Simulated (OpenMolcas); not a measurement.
An atom or ion with 39 electrons was computed by MS-CASPT2, IPEA 0.25 Eh, imaginary shift 0.1 Eh with spin-orbit coupling (OpenMolcas, ANO-RCC-VQZP, DKH2). The lowest levels that the run gave, each within 12 % of the measured value where one is at hand:

| J | Parity | E (eV) | g |
| --- | --- | --- | --- |
| 3/2 | even | 0.0000 | 0.403 |
| 5/2 | even | 0.0937 | 1.029 |
| 7/2 | even | 0.2119 | 1.237 |
| 9/2 | even | 0.346 | 1.331 |
| 3/2 | even | 1.338 | 1.644 |
| 1/2 | even | 1.345 | 2.507 |
| 7/2 | even | 1.448 | 0.891 |
| 5/2 | even | 1.500 | 1.596 |
| 9/2 | even | 1.541 | 1.091 |
| 3/2 | even | 1.790 | 1.203 |
| 1/2 | even | 1.790 | 0.830 |
| 9/2 | even | 2.026 | 0.933 |

Which ion is it, and what are the configurations and terms?

Mo³⁺ (Z = 42, charge +3; active space 3 electrons in 5 orbitals (4d)). J, parity and g give the terms where levels are pure, and mixed ones are named by the computed weights; the size of the splittings, set against known spectra of the 39-electron sequence, gives the charge. In order, with the measured energies in eV (Sugar and Musgrove, J. Phys. Chem. Ref. Data 17, 155 (1988)): 4d3 4F 3/2, 4d3 4F 5/2 (0.0965), 4d3 4F 7/2 (0.2182), 4d3 4F 9/2 (0.3552), 4d3 4P 3/2 (1.2808), 4d3 4P 1/2 (1.2817), 4d3 2G 7/2 (1.4358), 4d3 4P 5/2 (1.4397), 4d3 2G 9/2 (1.5263), 4d3 2P 3/2 [46 %], 4d3 2P 1/2 (1.7789), 4d3 2H 9/2 (1.9831).

Term energies are means over components that CASPT2 splits; among the terms shown or strongly mixed into the levels shown the widest spread is 790 cm-1 (4d3 4F). The CASPT2 spread within a term exceeds the gap to the next term for 4d3 2H and 4d3 2D(1), so the order of their levels is uncertain. Measured partners are found by configuration, term and J. A level has none where our copy of the source lacks it or the pairing is in doubt (some pairs that miss far off the trend of their configuration count as doubtful), and it then counts in no deviation. Only configurations of the active space appear.

A share in square brackets marks a mixed level and gives the weight of the term that names it. A number in round brackets counts repeated terms of one configuration in the order of the reference energies.
